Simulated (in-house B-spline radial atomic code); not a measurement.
# Ionising Ga+ with different functionals

Computed with a radial B-spline atomic code at the basis-set limit: scalar-relativistic (spin-free X2C) Hamiltonian, Fermi nucleus of rms radius 3.9973 fm, spin-polarised at highest spin, spherical fractional occupations for the functionals, the average over the highest-spin determinants for Hartree-Fock. The ionisation energy is the difference of two self-consistent energies, [Ar] 3d10 4s2 → [Ar] 3d10 4s1, without Breit or QED terms; ε is the level of the shell that loses the electron (its least bound occupied spin orbital). There is no spin-orbit coupling in this Hamiltonian.

```csv
method,rung,ΔSCF (eV),-ε(4s) (eV)
Hartree-Fock,Hartree-Fock,18.75,19.03
HF fractional,Hartree-Fock,18.75,19.03
LDA VWN5,LDA,21.16,16.65
LDA PW92,LDA,21.16,16.65
LDA exchange-only,LDA,19.75,15.44
PBE,GGA,20.79,16.33
PBEsol,GGA,20.73,16.36
BLYP,GGA,20.95,16.36
RPBE,GGA,20.62,16.19
PW91,GGA,20.86,16.42
BP86,GGA,20.94,16.53
AM05,GGA,20.68,16.30
OLYP,GGA,20.39,15.95
TPSS,meta-GGA,20.51,16.28
SCAN,meta-GGA,20.62,16.71
r2SCAN,meta-GGA,20.52,16.61
revTPSS,meta-GGA,20.48,16.30
PBE0,global hybrid,20.44,17.22
B3LYP,global hybrid,20.85,17.23
TPSSh,global hybrid,20.40,16.64
BHandHLYP,global hybrid,20.35,18.13
r2SCAN0,global hybrid,20.31,17.45
B97-1,global hybrid,20.71,17.00
HSE06,range-separated hybrid,20.51,16.92
wB97X,range-separated hybrid,20.75,19.74
CAM-B3LYP,range-separated hybrid,20.79,18.75
LC-wPBE,range-separated hybrid,20.38,19.96
```

(1) Among the functionals, which spreads more, the ΔSCF values or the orbital energies?

(2) How do they compare with the NIST value?

Results:

(1) The orbital energies: ΔSCF values span about 1.42 eV and the orbital energies 4.52 eV.

(2) NIST lists 20.515 eV (measured, ground level to ground level). Errors run from -1.77 to +0.65 eV; r2SCAN is closest (+0.00 eV), but part of that can be cancellation, since the calculations leave out Breit-QED terms. Hartree-Fock also lacks correlation.
